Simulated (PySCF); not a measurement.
# Nb⁺ (niobium, charge +1): UHF calculation

Configuration: [Kr] 4d4, high-spin 5D determinant. Calculation: PySCF 2.14, in x2c-TZVPall (8s6p6d1f, 63 functions); the spin-free X2C one-electron Hamiltonian (Gaussian nucleus).

```json
{
  "Total energy": "-3817.014350 hartree",
  "One-electron energy": "-5261.6442 hartree",
  "Hartree (Coulomb) energy": "1562.4347 hartree",
  "Exchange energy": "-117.8049 hartree",
  "⟨S²⟩": "6.0043",
  "⟨L²⟩": "6.058",
  "Sum of ⟨r⟩": "27.30 bohr",
  "Sum of ⟨r²⟩": "38.60 bohr²",
  "Traceless quadrupole moment −½Σ⟨3z² − r²⟩ along its main axis": "-1.84 e·bohr²",
  "Langevin diamagnetic susceptibility": "-30.6 ×10⁻⁶ cm³/mol",
  "Time after the integrals": "0.48 s of wall time on 1 thread of Neoverse-V1 (shared host)"
}
```

```
shell  electrons  mean orbital energy (eV)  spread (eV)  rms radius, mean of both spins (bohr)
 1s β          1                  -19093.1            0                                 0.0415
 1s α          1                  -19093.0            0                                 0.0415
 2s α          1                   -2749.7            0                                  0.171
 2s β          1                   -2749.1            0                                  0.171
 2p α          3                   -2450.4        0.018                                  0.152
 2p β          3                   -2449.8        0.154                                  0.152
 3s α          1                   -495.67            0                                  0.471
 3s β          1                   -495.40            0                                  0.471
 3p α          3                   -394.98        0.243                                  0.478
 3p β          3                   -394.63        0.331                                  0.478
 3d α          5                   -230.20        0.743                                  0.473
 3d β          5                   -229.28        0.389                                  0.473
 4s α          1                   -80.723            0                                   1.25
 4s β          1                   -76.571            0                                   1.25
 4p α          3                   -52.582        0.653                                   1.41
 4p β          3                   -46.678        1.222                                   1.41
 4d α          4                   -14.555        1.102                                   2.20
```

Densities and radii are taken from the X2C orbitals without a picture-change correction, which distorts them close to the nucleus.
